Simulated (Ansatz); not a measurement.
Two isomers of C7H9N: A = `N#CC1C=CCCC1`, B = `Cc1ccccc1N`.

Program: Ansatz. Geometries: PBE0-D4/def2-TZVP. ΔE: electronic, gas phase. CCSD(T)/CBS adds triple-zeta CCSD(T) − MP2 to the extrapolated MP2 energy (def2 sets, frozen cores). Functionals use def2-TZVPP. B3LYP here is the variant with VWN-RPA as its local correlation; programs differ in this. Each species was taken in one conformer, which may not be the lowest.

A:

```xyz
17

N     3.0179   -1.0896   -0.7190
C     2.2293   -0.3844   -0.2676
C     1.2135    0.4973    0.3068
C     0.4564    1.2020   -0.7923
C    -0.8053    0.9181   -1.0886
C    -1.6044   -0.1525   -0.4190
C    -0.7382   -1.0773    0.4237
C     0.2697   -0.2797    1.2326
H     1.7572    1.2455    0.8957
H     0.9928    1.9694   -1.3400
H    -1.2987    1.4924   -1.8677
H    -2.1476   -0.7251   -1.1776
H    -2.3791    0.3175    0.2018
H    -0.2008   -1.7732   -0.2294
H    -1.3609   -1.6834    1.0856
H     0.8495   -0.9268    1.8937
H    -0.2512    0.4496    1.8612
```

B:

Z-matrix (Å, degrees):
```
C
C 1 1.496
H 1 1.090 2 110.9
H 1 1.097 2 111.9 3 119.7
H 1 1.095 2 111.5 3 -120.4
C 2 1.388 1 121.4 3 -2.0
C 2 1.404 1 120.0 3 177.7
C 6 1.387 2 122.0 1 179.4
H 6 1.086 2 118.4 1 -0.4
C 7 1.394 2 119.5 1 -179.5
N 7 1.387 2 120.1 1 -2.4
C 8 1.386 6 119.0 2 0.1
H 8 1.083 6 120.4 2 -179.9
H 10 1.086 7 119.2 2 179.8
H 11 1.007 7 115.7 2 28.7
H 11 1.007 7 115.0 2 162.2
H 12 1.084 8 120.3 6 180.0
```

Task: Which isomer does CCSD(T)/CBS put lower? Give the gap. (Best estimate.)

Result: The calculation gave: B, by 19.4 kcal/mol.

Task: Give E(B) − E(A) in kcal/mol with HF/def2-TZVPP, ωB97M-V, B3LYP, CCSD(T)/def2-TZVPP, PBE-D4, CCSD(T)/def2-SVP, LDA (SPW92). (An estimate is asked.)

Result: Computed: HF/def2-TZVPP -14.7, ωB97M-V -21.1, B3LYP -26.1, CCSD(T)/def2-TZVPP -16.9, PBE-D4 -28.8, CCSD(T)/def2-SVP -13.9, LDA (SPW92) -35.7. None reverses the order clearly.

Largest T1 diagnostic: 0.011.

Leaving LDA and LC-ωPBE aside and taking each functional with its dispersion term where it has one, the values, not all of them listed here, spread over 9.3 kcal/mol, from r2SCAN-D4 to ωB97X-V. LDA lies −7.2 kcal/mol from PBE without D4. At CCSD(T), def2-SVP lies +5.5 kcal/mol from the extrapolated value and def2-TZVPP +2.5 kcal/mol.
